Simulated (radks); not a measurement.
Values are calculated unless marked as measured or tabulated.
Problem. The mean radii <r> (bohr) of the occupied orbitals of an atom or ion are listed with their occupations. Level of theory: Dirac Kohn-Sham, LDA (Slater exchange, Perdew-Wang correlation), spin-unpolarised, spherical densities, finite nucleus; Fermi nuclear charge, rms radius of each element as measured or else 0.836 A^(1/3) + 0.57 fm (a radial shooting solver on a logarithmic mesh with Libxc functionals).

| orbital | occ. | <r> |
|---|---|---|
| 1s1/2 | 2 | 0.02509 |
| 2s1/2 | 2 | 0.1071 |
| 2p1/2 | 2 | 0.08994 |
| 2p3/2 | 4 | 0.09604 |
| 3s1/2 | 2 | 0.2853 |
| 3p1/2 | 2 | 0.2749 |
| 3p3/2 | 4 | 0.2870 |
| 3d3/2 | 4 | 0.2579 |
| 3d5/2 | 6 | 0.2617 |
| 4s1/2 | 2 | 0.6545 |
| 4p1/2 | 2 | 0.6748 |
| 4p3/2 | 4 | 0.7021 |
| 4d3/2 | 4 | 0.7624 |
| 4d5/2 | 6 | 0.7722 |
| 5s1/2 | 2 | 1.551 |
| 5p1/2 | 2 | 1.735 |
| 5p3/2 | 4 | 1.813 |
| 5d3/2 | 0.4 | 2.564 |
| 5d5/2 | 0.6 | 2.599 |

Name the element and its charge. Open shells, if any, are shared by 2j + 1.

Solution. Z = 57, lanthanum, charge +2: La2+ in [Xe] 5d1. The 1s radius gives Z: for a bare nucleus <r> = (2 gamma + 1)/(2Z) with gamma = sqrt(1 - (Z/c)^2), 0.02473 bohr for Z = 57, and screening makes it slightly larger (0.02509 here). The occupations add up to 55, and the charge is Z minus that.
